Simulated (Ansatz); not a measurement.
Ansatz (a first-principles code) input for Ge(OMe)(SiH3) (CH6GeOSi), SMILES C[O][Ge][SiH3] (connectivity only; charge and spin as stated), neutral, multiplicity 1, CAM-B3LYP/def2-SVPD. Geometry: B3LYP-D3(BJ)/def2-SVP. The structure was generated by enumeration; whether it is a known compound was not checked. Other conformers were not sampled.

Ansatz 0.2 input:
```yaml
crystal:
  periodic: [false, false, false]
  atoms:
    - {symbol: Ge, position_ang: [0.94561082, 0.15521167, 0.00000000]}
    - {symbol: O, position_ang: [-0.20851278, 1.52361377, -0.00000000]}
    - {symbol: C, position_ang: [-1.61258953, 1.59904446, -0.00000000]}
    - {symbol: H, position_ang: [-2.09677510, 0.60523287, -0.00000000]}
    - {symbol: H, position_ang: [-1.95593217, 2.15099639, 0.89216818]}
    - {symbol: H, position_ang: [-1.95593217, 2.15099638, -0.89216818]}
    - {symbol: Si, position_ang: [-0.69957075, -1.78449569, 0.00000000]}
    - {symbol: H, position_ang: [-1.59153621, -1.80230859, -1.20590907]}
    - {symbol: H, position_ang: [-1.59153622, -1.80230859, 1.20590906]}
    - {symbol: H, position_ang: [0.06979573, -3.06961901, -0.00000001]}
basis:
  gaussian:
    orbitals: def2-SVPD
hamiltonian:
  xc: {name: CAM-B3LYP}
```

Output:

```
WARN ansatz: RAYON_NUM_THREADS=1 ignored (pool sized by the plan → 1); use --threads N
Functional definition: CAM-B3LYP
integrals: 0.11 GiB planned
1409 factors; their error is unknown
integrals: 0.14 GiB planned
563 factors; integrals over basis functions are off by at most 1.4e-5 eV
mean field: 1.07 GiB planned
mean field evaluation 1: about -67562.3751 eV, gradient 4.9e1 eV
mean field evaluation 2: about -67547.3594 eV, gradient 1.0e2 eV
mean field evaluation 4: about -67567.2776 eV, gradient 4.0e0 eV
mean field evaluation 8: about -67567.3133 eV, gradient 5.9e-2 eV
mean field evaluation 16: about -67567.4818 eV, gradient 3.6e-5 eV
mean field -67567.48182614 eV, -2483.0591582266 hartree, gradient 3.6e-5 eV, S^2 0.000000; 0 other end points of the search recorded, 0 dependent functions left out
reference -67567.48196143 eV, -2483.0591631983 hartree; 33, 33 occupied and 120, 120 virtual orbitals, 1409 factors
Total energy: -67567.48196143 eV, -2483.0591631983 hartree
```

Self-consistency was reached.
